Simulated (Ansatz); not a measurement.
Reaction (atomization): `NB(N)O` → B• + 5 H• + 2 N• + O•

Calculated with Ansatz (gas phase, PBE0-D4/def2-TZVP geometries, no zero-point term in ΔE). CCSD(T)/CBS adds triple-zeta CCSD(T) − MP2 to the extrapolated MP2 energy (def2 sets, frozen cores). This one scheme is used for every species, atoms too. DFT in def2-TZVPP. B3LYP here is the variant with VWN-RPA as its local correlation; programs differ in this. HSE06 is defined as in plane-wave codes. Open shells (•) are unrestricted, without spin–orbit coupling. Spin–orbit coupling would lower the free atoms: a little for B, O. One conformer a species, not always the lowest.

```
             level  ΔE (eV)  difference from CCSD(T)/CBS
       LDA (SPW92)    42.45                         5.70
         revPBE-D4    36.59                        -0.16
           BLYP-D4    37.13                         0.38
         r2SCAN-D4    36.72                        -0.03
            B97M-V    36.76                         0.01
        r2SCANh-D4    36.44                        -0.31
        r2SCAN0-D4    36.02                        -0.73
          HSE06-D4    36.81                         0.06
          BHLYP-D4    35.66                        -1.09
      CAM-B3LYP-D4    37.22                         0.47
           ωB97X-V    36.87                         0.12
           ωB97M-V    37.04                         0.29
            B2PLYP    36.56                        -0.19
               PBE    37.56                         0.81
            revPBE    36.14                        -0.61
              BLYP    36.85                         0.10
            r2SCAN    36.69                        -0.06
              PBE0    36.67                        -0.08
             B3LYP    36.81                         0.06
           r2SCANh    36.41                        -0.34
           r2SCAN0    35.99                        -0.76
             HSE06    36.71                        -0.04
             BHLYP    35.53                        -1.22
         CAM-B3LYP    37.12                         0.37
           LC-ωPBE    36.78                         0.03
       HF/def2-SVP    25.90                       -10.85
      MP2/def2-SVP    34.93                        -1.82
     CCSD/def2-SVP    33.98                        -2.77
  CCSD(T)/def2-SVP    34.31                        -2.44
     HF/def2-TZVPP    25.72                       -11.03
    MP2/def2-TZVPP    36.36                        -0.39
SCS-MP2/def2-TZVPP    36.30                        -0.45
   CCSD/def2-TZVPP    35.05                        -1.70
CCSD(T)/def2-TZVPP    35.59                        -1.16
     HF/def2-QZVPP    25.80                       -10.95
    MP2/def2-QZVPP    37.05                         0.30
SCS-MP2/def2-QZVPP    37.09                         0.34
      HF/CBS(def2)    25.81                       -10.94
     MP2/CBS(def2)    37.52                         0.77
    CCSD/CBS(def2)    36.21                        -0.54
       CCSD(T)/CBS    36.75                            0
```

Problem. What do rigid-rotor, harmonic-oscillator terms from PBE0-D4/def2-TZVP frequencies (298.15 K, 1 bar) make of the CCSD(T)/CBS value? (Estimate.)

Solution. Ansatz gave: ΔZPE = -1.95 eV, ΔH = +35.19 eV, ΔS = 886 J/(mol·K), ΔG = +32.45 eV. Open shells count their whole term as degenerate.

Largest T1 diagnostic among the species: 0.014.

From BLYP to BHLYP (50 % exact exchange), in def2-TZVPP and without D4, ΔE moves by −1.32 eV: exact exchange takes away binding that semilocal exchange gives to molecules. At CCSD(T), def2-SVP lies −2.45 eV from the extrapolated value and def2-TZVPP −1.16 eV: correlation converges slowly with the basis, and small sets miss more of it in the bonded molecule than in its fragments. Leaving LDA and LC-ωPBE aside and taking each functional with its dispersion term where it has one, the values, not all of them listed here, spread over 2.02 eV, from BHLYP-D4 to PBE-D4. LDA lies +4.90 eV from PBE without D4, its usual overbinding.

For atomizations the MP2-based limit and the directly extrapolated one differ by several kJ/mol either way, and by 10 to 25 for some Ge, Se and Sn compounds, so smaller differences from it don't rank the levels.
